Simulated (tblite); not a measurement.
Input of a run (GFN2-xTB geometry optimisation, gas phase (tblite 0.8.0)), started from a force field or distance geometry:
```
{"job": {"kind": "relax", "xc": "GFN2-xTB", "basis": "xTB"}, "charge": 0, "multiplicity": 1}
C     -2.758100    -0.937300    -0.117700
S     -1.008200    -0.872500    -0.360600
O     -0.482800    -2.272600    -0.224000
O     -0.822500    -0.445600    -1.809200
N     -0.207200     0.276700     0.602200
Si    -0.114500     1.816300    -0.260400
S      1.183500    -0.221000     1.414200
C      2.663200     0.014700     0.430800
O      1.339600     0.394500     2.786000
O      1.088000    -1.723300     1.657300
H     -3.107000    -2.005200    -0.041200
H     -3.075800    -0.479900     0.840000
H     -3.294700    -0.524200    -0.984200
H     -0.541400     1.592100    -1.655400
H     -1.069100     2.835600     0.279700
H      1.223500     2.437500    -0.209200
H      2.529900     0.838100    -0.289300
H      3.529200     0.198400     1.111200
H      2.914600    -0.913100    -0.147300
```

Output (eV, eV/Å):
```
step      E/eV     max force
  0    -986.26062    6.924
  1    -987.26682    2.597
  2    -987.37472    1.531
  3    -987.44428    1.204
  4    -987.56662    1.205
  5    -987.66496    0.887
  6    -987.73055    0.801
  7    -987.78830    0.712
  8    -987.84640    0.863
  9    -987.91873    1.096
 10    -987.99042    0.569
 11    -988.04784    0.485
 12    -988.09009    0.656
 13    -988.13517    0.582
 14    -988.17515    0.525
 15    -988.20633    0.429
 16    -988.23446    0.521
 17    -988.26790    0.673
 18    -988.30097    0.553
 19    -988.32485    0.386
 20    -988.33463    0.171
 21    -988.34051    0.209
 22    -988.34765    0.220
 23    -988.35811    0.206
 24    -988.36643    0.230
 25    -988.37382    0.224
 26    -988.38102    0.230
 27    -988.39018    0.250
 28    -988.40162    0.287
 29    -988.41469    0.261
 30    -988.42805    0.237
 31    -988.44184    0.261
 32    -988.45791    0.262
 33    -988.47676    0.262
 34    -988.49533    0.320
 35    -988.51382    0.328
 36    -988.53518    0.463
 37    -988.55783    0.518
 38    -988.58187    0.522
 39    -988.61249    0.408
 40    -988.64380    0.401
 41    -988.66133    0.344
 42    -988.67863    0.328
 43    -988.69031    0.294
 44    -988.70263    0.421
 45    -988.71704    0.331
 46    -988.72870    0.233
 47    -988.73766    0.203
 48    -988.74666    0.240
 49    -988.75348    0.300
 50    -988.75923    0.281
 51    -988.76463    0.181
 52    -988.77015    0.198
 53    -988.77481    0.268
 54    -988.77871    0.209
 55    -988.78253    0.226
 56    -988.78654    0.175
 57    -988.79013    0.174
 58    -988.79312    0.173
 59    -988.79725    0.200
 60    -988.80188    0.171
 61    -988.80593    0.140
 62    -988.80837    0.111
 63    -988.80992    0.093
 64    -988.81119    0.093
 65    -988.81222    0.073
 66    -988.81296    0.064
 67    -988.81357    0.058
 68    -988.81431    0.069
 69    -988.81524    0.076
 70    -988.81615    0.074
 71    -988.81686    0.059
 72    -988.81740    0.056
 73    -988.81788    0.053
 74    -988.81838    0.061
 75    -988.81900    0.063
 76    -988.81977    0.080
 77    -988.82068    0.109
 78    -988.82154    0.090
 79    -988.82216    0.051
 80    -988.82262    0.057
 81    -988.82316    0.065
 82    -988.82386    0.084
 83    -988.82471    0.065
 84    -988.82568    0.077
 85    -988.82681    0.121
 86    -988.82820    0.137
 87    -988.82973    0.141
 88    -988.83083    0.083
 89    -988.83137    0.066
 90    -988.83170    0.051
 91    -988.83196    0.037
 92    -988.83231    0.037
 93    -988.83262    0.046
 94    -988.83311    0.048
 95    -988.83357    0.058
 96    -988.83399    0.046
 97    -988.83434    0.045
 98    -988.83469    0.042
 99    -988.83510    0.049
100    -988.83550    0.049
101    -988.83581    0.043
102    -988.83602    0.031
103    -988.83615    0.020
104    -988.83625    0.024
105    -988.83632    0.027
106    -988.83638    0.023
107    -988.83644    0.018
108    -988.83648    0.012
109    -988.83651    0.010
110    -988.83653    0.016
111    -988.83656    0.016
112    -988.83658    0.013
113    -988.83661    0.011
114    -988.83664    0.012
115    -988.83666    0.010
116    -988.83668    0.010
```

Question: Summarise the run.

Answer: The energy falls by 59.4 kcal/mol over 116 L-BFGS steps, the largest force on an atom goes from 6.92 to 0.010 eV/Å, and the atoms move by 0.922 Å rms after alignment. The bond that changes most is S7=O10 (sulfonyl sulfur to sulfonyl oxygen), which shortens by 0.095 Å. Bonds longer at the end by more than 0.005 Å: 1 of 18; shorter: 16. Among the angles that change most is S2–N5–Si6, from 109.7° to 128.2°. Among the dihedrals that turn most is Si6–N5–S7–O9, from 83° to -6°. The energy never rose by more than 1e-5 eV on the way. The first step brought 39 % of the lowering.

Question: What are the final bond lengths?

Answer: C1–S2 1.794 Å, S2=O3 1.431 Å, S2=O4 1.429 Å, S2–N5 1.644 Å, N5–Si6 1.748 Å, N5–S7 1.639 Å, S7–C8 1.791 Å, S7=O9 1.437 Å, S7=O10 1.430 Å, C1–H11 1.083 Å, C1–H12 1.083 Å, C1–H13 1.082 Å, Si6–H14 1.461 Å, Si6–H15 1.463 Å, Si6–H16 1.460 Å, C8–H17 1.082 Å, C8–H18 1.084 Å, C8–H19 1.083 Å. Numbering counts from 1 in the input's order; the species is `N([SiH3])(S(=O)(=O)C)S(=O)(C)=O`.

The run took 1.2 s of wall time on one thread of an Arm Neoverse V1, no GPU, shared host with 32 logical CPUs at a one-minute load of 25.

Its GFN2-xTB frequencies are all real (lowest 44 cm⁻¹). One conformer, not necessarily the lowest.

These are computed values.
